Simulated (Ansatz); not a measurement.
Cu(NH3)I (CuINH₃), relaxed as a singlet with RKS PBE-D4/def2-TZVP in Ansatz, starting from the GFN2-xTB geometry. Force threshold 0.02 eV/Å.

In the def2 sets I takes a core potential; there is no spin–orbit coupling.

Start:

| atom | x (Å) | y (Å) | z (Å) |
| --- | --- | --- | --- |
| Cu1 | 0.104 | 0.909 | 0.610 |
| N2 | -0.074 | -0.743 | -0.500 |
| H3 | 0.611 | -0.739 | -1.253 |
| H4 | -1.007 | -0.788 | -0.904 |
| H5 | 0.075 | -1.569 | 0.076 |
| I6 | 0.291 | 2.929 | 1.971 |

```
step  energy (eV)  largest force component (eV/Å)  SCF passes
   1  -54275.6794                           0.793          19
   2  -54275.7037                           0.466          21
   3  -54275.7083                           0.218          22
   4  -54275.7095                           0.016          22
```

Force components are those of the run's own axes.

End:

Cartesian coordinates in Å:
```
Cu 0.093 0.904 0.608
N -0.073 -0.711 -0.478
H 0.611 -0.725 -1.241
H -1.002 -0.786 -0.902
H 0.077 -1.558 0.079
I 0.294 2.876 1.934
```

By distances, no bond broke or formed. The bond that changes most is Cu1–I6, from 2.44 to 2.39 Å (atoms count from 1).

No frequencies were taken in this run, so the end may be a saddle point.

Run time 4.2 s (4 threads of Arm Neoverse V2 on a shared host).
